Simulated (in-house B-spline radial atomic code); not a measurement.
## RPA and G0W0 on SCAN: Se⁶⁺

Configuration [Ar] 3d10, mean-field start SCAN. Computed with an all-electron radial atomic-structure program (B-spline basis): all electrons, scalar-relativistic (spin-free one-electron X2C), finite nucleus, each spin shell either full or empty, empty states to l = 9 with an (l + 1/2)⁻⁴ tail; G0W0 by contour deformation at full frequency.

Command:
```bash
python run_gw.py task.json out
```
Settings (radii: box in bohr, nucleus in fm):
```
Z                        34
electrons                28
configuration            [Ar] 3d10
hamiltonian              x2c
method                   scan,scan
lmax                     9
rms_radius               4.14
spin_polarised           False
box_radius               9.29
intervals                67
```

Run time, properties included: 1.4 s on 1 thread of Arm Neoverse V2, with other jobs on the host.

Energies (hartree):

```json
{"term": "mean-field total", "value": "-2420.67364"}
{"term": "Hartree-Fock functional on these orbitals", "value": "-2418.99960"}
{"term": "direct second order", "value": "-2.3974"}
{"term": "second-order exchange", "value": "0.69706"}
{"term": "SOSEX correction", "value": "0.64867"}
```

Task: What is the RPA correlation energy, and what remains with SOSEX?

Result: RPA gives -2.113 hartree (-2.05 eV per electron); RPA + SOSEX gives -1.4643, and the second-order doubles -1.7004 hartree (no singles). SOSEX takes back 31 % of the RPA value.

Quasi-particle levels (eV):

| level | occupied | mean field | Σx - vxc | Σc | QP weight | G0W0 |
| --- | --- | --- | --- | --- | --- | --- |
| 3d | yes | -140.77 | -17.09 | ? | ? | ? |
| 4s | no | -87.87 | 7.47 | -1.45 | 0.992 | -81.84 |

G0W0 = mean field + (Σx - vxc) + Σc, with Σc (partial-wave tail included) taken at the quasi-particle energy. Only the outer levels were computed. Levels of low weight are left out.

Task: Where does G0W0 put 3d?

Result: At -155.52 eV, with Σc = 2.34 eV and a quasi-particle weight of 0.962. The tabulated removal energy is 155.327 ± 0.012 eV (NIST, measured); the calculation leaves out spin-orbit coupling, Breit and QED terms, and what these don't explain is the method's own error.
